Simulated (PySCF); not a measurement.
# Ionisation energy of W²⁺ by level of theory

W²⁺ [Xe] 4f14 5d4 (5D) → W³⁺ [Xe] 4f14 5d3 (4F), as a difference of total energies. Computed with PySCF 2.14 in cc-pVDZ-PP with ECP60MDF (4s4p3d1f, 38 functions), with scalar relativity through the core potential. Correlated levels: valence: 5s2 5p6 frozen. The calculations carry no spin-orbit coupling.

**Question.** Order these methods by the ionisation energy they give, lowest first.
A. MP2 (valence)
B. B3LYP
C. UHF
D. TPSS

**Answer.** C (24.785 eV), A (25.167 eV), D (25.725 eV), B (25.882 eV).

The reference lies between the lowest fine-structure levels, while these numbers refer to the centres of the terms.

Errors of the correlated levels include the incompleteness of this basis and the frozen core.

For comparison: 26 ± 0.4 eV (semi-empirical (NIST evaluation); NIST Atomic Spectra Database, ionization energies).
